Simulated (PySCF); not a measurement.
(F)3Sn-O-SiH3.
Bonds: Sn1–F2, Sn1–F3, Sn1–F4, Sn1–O5, O5–Si6. Hydrogens: H7, H8, H9 on Si6.

Computed by this run: PBE0-D3(BJ)/def2-SVP geometry optimisation, gas phase, def2 core potentials past Kr (PySCF); density fitting, grid level 1; the optimiser is geomeTRIC in internal coordinates, started from a GFN2-xTB structure with every atom displaced at random (about 0.03 Å).

Step 0: E = -23934.3258 eV
```
atom  x, y, z in Å  |  force x, y, z in eV/Å
Sn1    -0.6172    0.2365    1.3621   -0.631   2.947  -1.315
F2      0.5518    1.6161    1.9545    0.347   0.059   0.065
F3     -0.3317   -1.2962    2.2820    0.667  -2.955   1.728
F4     -2.3225    0.8728    1.8583   -0.643   0.123   0.197
O5     -0.5862    0.0460   -0.5412   -0.813   0.394   1.072
Si6     0.6448   -0.3163   -1.5544    1.029   0.032   0.062
H7     -0.1311   -0.2916   -2.7525   -0.065  -0.164  -1.517
H8      1.7537    0.7004   -1.4885   -0.154  -0.160  -0.109
H9      1.1712   -1.6371   -1.1460    0.264  -0.277  -0.182
```

Step 1: E = -23934.7007 eV
```
atom  x, y, z in Å  |  force x, y, z in eV/Å
Sn1    -0.6555    0.2799    1.4150   -0.229  -0.121   0.094
F2      0.5732    1.6296    1.9941    0.013  -0.198  -0.035
F3     -0.3299   -1.3610    2.3804   -0.058   0.513  -0.322
F4     -2.3820    0.9213    1.9388    0.196  -0.165  -0.063
O5     -0.6125    0.0675   -0.5164    0.008   0.044   0.531
Si6     0.6216   -0.3170   -1.5853    0.150  -0.042   0.047
H7     -0.0208   -0.3389   -2.9204    0.055  -0.036  -0.128
H8      1.7276    0.6863   -1.5193   -0.090   0.053  -0.039
H9      1.2111   -1.6372   -1.2125   -0.046  -0.050  -0.085
```

Step 2: E = -23934.7246 eV
```
atom  x, y, z in Å  |  force x, y, z in eV/Å
Sn1    -0.6670    0.2921    1.4180   -0.095  -0.019   0.070
F2      0.5941    1.6021    1.9973    0.079  -0.030   0.023
F3     -0.3398   -1.3411    2.3607   -0.003   0.120  -0.070
F4     -2.3850    0.9215    1.9459   -0.045  -0.034   0.009
O5     -0.6127    0.0691   -0.4967    0.131  -0.067  -0.018
Si6     0.6190   -0.3193   -1.5769    0.005  -0.006  -0.014
H7     -0.0005   -0.3610   -2.9302    0.021  -0.010   0.032
H8      1.7021    0.7057   -1.5241   -0.033   0.050  -0.009
H9      1.2227   -1.6386   -1.2197   -0.060  -0.003  -0.023
```

Problem. Estimate the geometry and energy of step 3. (The exact step hangs on the optimiser's Hessian estimate; all steps are aligned on step 2, rigid shifts and turns removed.)

Solution. E = -23934.7294 eV, largest force 0.144 eV/Å
```
atom  x, y, z in Å  |  force x, y, z in eV/Å
Sn1    -0.6746    0.2999    1.4239   -0.047   0.118  -0.069
F2      0.6147    1.5796    2.0150    0.002  -0.023  -0.006
F3     -0.3558   -1.3302    2.3584    0.020  -0.074   0.050
F4     -2.3970    0.9262    1.9445   -0.004  -0.018  -0.006
O5     -0.5998    0.0648   -0.4895    0.095  -0.050  -0.003
Si6     0.6250   -0.3202   -1.5788   -0.049   0.037   0.007
H7      0.0002   -0.3815   -2.9283   -0.004   0.002   0.024
H8      1.6861    0.7285   -1.5453   -0.002   0.007  -0.001
H9      1.2341   -1.6365   -1.2257   -0.011   0.002   0.004
```

The energy changes by -0.0047 eV. The first-order estimate −F·Δx gives -0.0091 eV and the mean of the old and new forces, exact on a quadratic surface, -0.0051 eV. The step makes an angle of 59° with the force vector and moves no atom by more than 0.035 Å.

The cost below is that of the whole optimisation. The run took 84 s on Arm Neoverse V1, one thread, on a shared host, and the process peaked at 0.46 GiB of memory.
